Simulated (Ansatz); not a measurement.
# Molecular dynamics of C$_{2}$H$_{5}$AlF$_{2}$

input.yaml

```yaml
crystal:
  periodic: [false, false, false]
  atoms:
    - { symbol: C, position_ang: [-1.031436, -0.571852, 0.531831] }
    - { symbol: C, position_ang: [0.460337, -0.532873, 0.03447] }
    - { symbol: F, position_ang: [0.658867, -1.578917, -0.914521] }
    - { symbol: Al, position_ang: [0.968285, 1.21826, -0.673122] }
    - { symbol: F, position_ang: [-0.176744, 2.374137, -0.66789] }
    - { symbol: H, position_ang: [-1.730766, -0.350985, -0.288113] }
    - { symbol: H, position_ang: [-1.290661, -1.560325, 0.941216] }
    - { symbol: H, position_ang: [-1.188242, 0.177217, 1.322578] }
    - { symbol: H, position_ang: [1.08699, -0.772177, 0.93426] }
    - { symbol: H, position_ang: [2.326569, 1.546215, -1.21771] }
basis:
  gaussian: { orbitals: STO-3G }
hamiltonian:
  xc: r2scan
  dispersion: d4
md:
  timestep: 4.0
  n_steps: 40
  ensemble: nve
  temperature: 1000.0
  initial_velocities: maxwell_boltzmann
  seed: 485090
```

Command:

```bash
$ ansatz run input.yaml --threads 1 --pin off --max-ram 2048MiB --backend cpu --events-out ev --progress --plain --runs-dir out
```

It starts from a relaxed structure.

Output, in part (warnings, step lines):

```
WARN: mean field -13947.08199060 eV, -512.5458094829 hartree, gradient 9.1e-6 eV, S^2 0.000000; 0 other end points of the search recorded, 0 dependent functions left out; starts or descents were cut at the limit of passes or no minimum was shown, so a lower state may exist
WARN: mean field -13946.87720929 eV, -512.5382839085 hartree, gradient 4.9e-6 eV, S^2 0.000000; 0 other end points of the search recorded, 0 dependent functions left out; starts or descents were cut at the limit of passes or no minimum was shown, so a lower state may exist
WARN: mean field -13946.78951558 eV, -512.5350612241 hartree, gradient 4.5e-6 eV, S^2 0.000000; 0 other end points of the search recorded, 0 dependent functions left out; starts or descents were cut at the limit of passes or no minimum was shown, so a lower state may exist
WARN: mean field -13946.79937830 eV, -512.5354236723 hartree, gradient 5.0e-6 eV, S^2 0.000000; 0 other end points of the search recorded, 0 dependent functions left out; starts or descents were cut at the limit of passes or no minimum was shown, so a lower state may exist
WARN: mean field -13946.83538050 eV, -512.5367467288 hartree, gradient 4.1e-6 eV, S^2 0.000000; 0 other end points of the search recorded, 0 dependent functions left out; starts or descents were cut at the limit of passes or no minimum was shown, so a lower state may exist
WARN: mean field -13946.80438025 eV, -512.5356074908 hartree, gradient 4.6e-6 eV, S^2 0.000000; 0 other end points of the search recorded, 0 dependent functions left out; starts or descents were cut at the limit of passes or no minimum was shown, so a lower state may exist
md step     0: t =     0.00 fs  T =  1000.0 K  F+E_penalty+E_count = -13999.84573872 eV  E_kin = 1.034080 eV  conserved = -13998.81165873 eV  (22 SCF iters)
md step    13: t =    52.00 fs  T = 11258562.2 K  F+E_penalty+E_count = -13949.76133422 eV  E_kin = 11642.253922 eV  conserved = -2307.50741192 eV  (848 SCF iters)
md step    14: t =    56.00 fs  T = 11254014.3 K  F+E_penalty+E_count = -13947.09561412 eV  E_kin = 11637.550963 eV  conserved = -2309.54465136 eV  (4791 SCF iters)
md step    15: t =    60.00 fs  T = 11253805.4 K  F+E_penalty+E_count = -13946.88843613 eV  E_kin = 11637.334987 eV  conserved = -2309.55344896 eV  (993 SCF iters)
md step    16: t =    64.00 fs  T = 11253717.8 K  F+E_penalty+E_count = -13946.79936499 eV  E_kin = 11637.244434 eV  conserved = -2309.55493123 eV  (814 SCF iters)
md step    17: t =    68.00 fs  T = 11253721.9 K  F+E_penalty+E_count = -13946.80824682 eV  E_kin = 11637.248653 eV  conserved = -2309.55959429 eV  (873 SCF iters)
md step    18: t =    72.00 fs  T = 11253749.7 K  F+E_penalty+E_count = -13946.84355970 eV  E_kin = 11637.277370 eV  conserved = -2309.56618930 eV  (809 SCF iters)
md step    19: t =    76.00 fs  T = 11253720.1 K  F+E_penalty+E_count = -13946.82565847 eV  E_kin = 11637.246813 eV  conserved = -2309.56425906 eV  (4735 SCF iters)
[... lines left out ...]
```

The steps, from the saved trajectory:

| time (fs) | T (K) | potential energy less start (eV) | conserved less start (meV/atom) |
| --- | --- | --- | --- |
| 0.0 | 1000 | 0.000 | 0.00 |
| 4.0 | 2347 | 1.554 | 294.71 |
| 8.0 | 4449 | 13.251 | 1681.80 |
| 12.0 | 4048 | 18.062 | 2121.37 |
| 16.0 | 4208 | 16.419 | 1973.61 |
| 20.0 | 24576 | 20.010 | 4438.94 |
| 24.0 | 24234 | 20.799 | 4482.54 |
| 28.0 | 105229 | 29.597 | 13737.82 |
| 32.0 | 377678 | 28.204 | 41771.90 |
| 36.0 | 381489 | 26.865 | 42032.16 |
| 40.0 | 379728 | 29.972 | 42160.73 |
| 44.0 | 382845 | 32.210 | 42706.89 |
| 48.0 | 3174242 | 95.377 | 337676.33 |
| 52.0 | 11258562 | 50.084 | 1169130.42 |
| 56.0 | 11254014 | 52.750 | 1168926.70 |
| 60.0 | 11253805 | 52.957 | 1168925.82 |
| 64.0 | 11253718 | 53.046 | 1168925.67 |
| 68.0 | 11253722 | 53.037 | 1168925.21 |
| 72.0 | 11253750 | 53.002 | 1168924.55 |
| 76.0 | 11253720 | 53.020 | 1168924.74 |

The calculation hadn't finished when its time ran out. The conserved energy changed by up to 1.2e+06 meV per atom, so the integration failed: the time step of 4 fs is too long for the fastest motions that this run met, and the later frames carry no physical meaning.

Parted: C1–C2 1.57 → 27.34 Å, C1–H6 1.10 → 44.76 Å, C1–H7 1.10 → 24.46 Å, C1–H8 1.10 → 130.83 Å, C2–F3 1.43 → 32.30 Å, C2–Al4 1.96 → 35.70 Å. It ends as AlF + C + C + F + H + H + H + H + H. Pairs count as bonded within 1.25 times the sum of covalent radii (0.12 Å more for H–H).

Last frame:

```xyz
10
Properties=species:S:1:pos:R:3
C 2.781 -8.481 -1.824
C -10.418 -30.709 7.089
F 0.894 -1.782 -1.784
Al 1.345 2.038 -0.902
F -0.227 2.332 -0.761
H -22.280 17.793 -28.006
H 20.374 -16.845 12.967
H -51.497 68.541 88.939
H 115.995 362.605 -101.839
H 7.239 3.435 -2.099
```

Time of the run: 19 min on 1 thread of Arm Neoverse V1 (shared host), peak memory 0.12 GiB.
